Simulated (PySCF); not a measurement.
HCu (SMILES [CuH]), singlet, at a GFN2-xTB geometry (such geometries of metal compounds can be far from the true shape), with bond 2-1 at 1.5 times its length; PySCF with HF/def2-SV(P).

The PySCF input:
```python
from pyscf import gto, scf

mol = gto.M(
    atom='''
Cu   -0.00000000   -0.00000000   -0.04747396
H     0.00000000    0.00000000    2.08885432
''',
    basis='def2-sv(p)',
    verbose=4,
)

mf = scf.RHF(mol)
mf.kernel()
mo_i, mo_e, stable_i, stable_e = mf.stability(internal=True, external=True, return_status=True, nroots=6, tol=1e-6)
print('internally stable:', stable_i, ' externally stable:', stable_e)
if not stable_e:
    umf = mf.to_uhf() if not hasattr(mf, 'xc') else mf.to_uks()
    umf.scf_summary = {}
    umf.kernel(umf.make_rdm1(mo_e, umf.mo_occ))
mf.analyze()
```

Output, abridged:

```
PySCF version 2.14.0

[INPUT] verbose = 4
[INPUT] num. atoms = 2
[INPUT] num. electrons = 30
[INPUT] charge = 0
[INPUT] spin (= nelec alpha-beta = 2S) = 0
[INPUT] symmetry False subgroup None
[INPUT] Mole.unit = angstrom
[INPUT] Symbol           X                Y                Z      unit          X                Y                Z       unit  Magmom
[INPUT]  1 Cu     0.000000000000   0.000000000000  -0.047473960000 AA    0.000000000000   0.000000000000  -0.089712782449 Bohr   0.0
[INPUT]  2 H      0.000000000000   0.000000000000   2.088854320000 AA    0.000000000000   0.000000000000   3.947362578915 Bohr   0.0

nuclear repulsion = 7.18341804503941
number of shells = 12
number of NR pGTOs = 70
number of NR cGTOs = 26
basis = def2-sv(p)
ecp = {}

******** <class 'pyscf.scf.hf.RHF'> ********
method = RHF
initial guess = minao
damping factor = 0
level_shift factor = 0
DIIS = <class 'pyscf.scf.diis.CDIIS'>
diis_start_cycle = 1
diis_space = 8
diis_damp = 0
SCF conv_tol = 1e-09
SCF conv_tol_grad = None
SCF max_cycles = 50
direct_scf = True
direct_scf_tol = 1e-13
Set gradient conv threshold to 3.16228e-05
Initial guess from minao.
init E= -1638.60495594716
cycle= 1 E= -1639.19639134535  delta_E= -0.591  |g|= 0.187  |ddm|= 0.982
cycle= 2 E= -1639.20329939284  delta_E= -0.00691  |g|= 0.151  |ddm|= 0.23
cycle= 3 E= -1639.20666426399  delta_E= -0.00336  |g|= 0.0189  |ddm|= 0.0774
cycle= 4 E= -1639.20690734195  delta_E= -0.000243  |g|= 0.00602  |ddm|= 0.0385
cycle= 5 E= -1639.20695515102  delta_E= -4.78e-05  |g|= 0.00103  |ddm|= 0.0265
cycle= 6 E= -1639.20695666624  delta_E= -1.52e-06  |g|= 0.000396  |ddm|= 0.00407
cycle= 7 E= -1639.20695702806  delta_E= -3.62e-07  |g|= 0.000103  |ddm|= 0.00249
cycle= 8 E= -1639.20695704689  delta_E= -1.88e-08  |g|= 2.19e-05  |ddm|= 0.00058
cycle= 9 E= -1639.20695704763  delta_E= -7.35e-10  |g|= 5.74e-06  |ddm|= 0.00013
Extra cycle  E= -1639.20695704765  delta_E= -2e-11  |g|= 3.9e-06  |ddm|= 9.56e-06
converged SCF energy = -1639.20695704765
rhf_internal: lowest eigs of H = [0.68287781 0.7499918  0.74999181 0.75786394 0.75786395 0.90183846]
<class 'pyscf.scf.hf.RHF'> wavefunction is stable in the internal stability analysis
rhf_real2complex: lowest eigs of H = [0.11560716 0.17255919 0.1725592  0.17698573 0.17698575 0.18031372]
<class 'pyscf.scf.hf.RHF'> wavefunction is stable in the real -> complex stability analysis
rhf_external: lowest eigs of H = [-0.02803673  0.14433169  0.15333537  0.15333546  0.15959047  0.15959053]
<class 'pyscf.scf.hf.RHF'> wavefunction has an RHF/RKS -> UHF/UKS instability
internally stable: True  externally stable: False

******** <class 'pyscf.scf.uhf.UHF'> ********
method = UHF
initial guess = minao
damping factor = 0
level_shift factor = 0
DIIS = <class 'pyscf.scf.diis.CDIIS'>
diis_start_cycle = 1
diis_space = 8
diis_damp = 0
SCF conv_tol = 1e-09
SCF conv_tol_grad = None
SCF max_cycles = 50
direct_scf = True
direct_scf_tol = 1e-13
number electrons alpha = 15  beta = 15
Set gradient conv threshold to 3.16228e-05
init E= -1639.10104442104
cycle= 1 E= -1639.19673001055  delta_E= -0.0957  |g|= 0.0629  |ddm|= 0.486
cycle= 2 E= -1639.20702440633  delta_E= -0.0103  |g|= 0.0195  |ddm|= 0.162
cycle= 3 E= -1639.20868283685  delta_E= -0.00166  |g|= 0.0109  |ddm|= 0.0815
cycle= 4 E= -1639.20918008056  delta_E= -0.000497  |g|= 0.00909  |ddm|= 0.0372
cycle= 5 E= -1639.20956760737  delta_E= -0.000388  |g|= 0.00545  |ddm|= 0.0383
cycle= 6 E= -1639.20990540139  delta_E= -0.000338  |g|= 0.00233  |ddm|= 0.0594
cycle= 7 E= -1639.20995758999  delta_E= -5.22e-05  |g|= 0.00108  |ddm|= 0.0243
cycle= 8 E= -1639.20996782963  delta_E= -1.02e-05  |g|= 0.000359  |ddm|= 0.0133
cycle= 9 E= -1639.20996863062  delta_E= -8.01e-07  |g|= 0.00013  |ddm|= 0.00343
cycle= 10 E= -1639.2099687207  delta_E= -9.01e-08  |g|= 3.79e-05  |ddm|= 0.00105
cycle= 11 E= -1639.20996872745  delta_E= -6.76e-09  |g|= 1.83e-05  |ddm|= 0.000277
cycle= 12 E= -1639.20996872887  delta_E= -1.41e-09  |g|= 5.73e-06  |ddm|= 0.000137
cycle= 13 E= -1639.20996872899  delta_E= -1.29e-10  |g|= 1.38e-06  |ddm|= 3.68e-05
Extra cycle  E= -1639.209968729  delta_E= -1.59e-12  |g|= 8.52e-07  |ddm|= 2.16e-06
converged SCF energy = -1639.209968729  <S^2> = 0.37996437  2S+1 = 1.5874059
**** SCF Summaries ****
Total Energy =                       -1639.206957047645119
Nuclear Repulsion Energy =               7.183418045039408
One-electron Energy =                -2304.146327967441266
Two-electron Energy =                  657.755952874756758
Two-electron Coulomb Energy =          723.848357134609614
DFT Exchange-Correlation Energy =      -66.092404259852856
**** MO energy ****
MO #1   energy= -328.783800657722  occ= 2
MO #2   energy= -40.8199354515161  occ= 2
MO #3   energy= -35.6311731883576  occ= 2
MO #4   energy= -35.6311731883575  occ= 2
MO #5   energy= -35.6293064768865  occ= 2
MO #6   energy= -5.01967768256859  occ= 2
MO #7   energy= -3.33588216716132  occ= 2
MO #8   energy= -3.3358821671613   occ= 2
MO #9   energy= -3.33409097722588  occ= 2
MO #10  energy= -0.503195093012235 occ= 2
MO #11  energy= -0.503195093012224 occ= 2
MO #12  energy= -0.500806528848262 occ= 2
MO #13  energy= -0.50080652884825  occ= 2
MO #14  energy= -0.497104759418226 occ= 2
MO #15  energy= -0.29122103002001  occ= 2
MO #16  energy= 0.0140054697507619 occ= 0
MO #17  energy= 0.153881760826243  occ= 0
MO #18  energy= 0.240180593173855  occ= 0
MO #19  energy= 0.240180593173857  occ= 0
MO #20  energy= 0.343433177742388  occ= 0
MO #21  energy= 0.785586089666481  occ= 0
MO #22  energy= 1.3201625042185    occ= 0
MO #23  energy= 1.32016250421852   occ= 0
 ** Mulliken pop on meta-lowdin orthogonal AOs  **
 ** Mulliken pop  **
pop of  0 Cu 1s           2.00000
pop of  0 Cu 2s           1.99999
pop of  0 Cu 3s           1.99987
pop of  0 Cu 4s           0.63445
pop of  0 Cu 5s           0.00147
pop of  0 Cu 2px          2.00000
pop of  0 Cu 2py          2.00000
pop of  0 Cu 2pz          2.00000
pop of  0 Cu 3px          1.99988
pop of  0 Cu 3py          1.99988
pop of  0 Cu 3pz          1.99990
pop of  0 Cu 4px          0.00127
pop of  0 Cu 4py          0.00127
pop of  0 Cu 4pz          0.02597
pop of  0 Cu 3dxy         1.99994
pop of  0 Cu 3dyz         1.99881
pop of  0 Cu 3dz^2        1.98407
pop of  0 Cu 3dxz         1.99881
pop of  0 Cu 3dx2-y2      1.99994
pop of  0 Cu 4dxy         0.00006
pop of  0 Cu 4dyz         0.00005
pop of  0 Cu 4dz^2        0.00027
pop of  0 Cu 4dxz         0.00005
pop of  0 Cu 4dx2-y2      0.00006
pop of  1 H 1s            1.32406
pop of  1 H 2s            0.02997
 ** Mulliken atomic charges  **
charge of    0Cu =      0.35403
charge of    1H =     -0.35403
Dipole moment(X, Y, Z, Debye): -0.00000, -0.00000, -5.49073
```
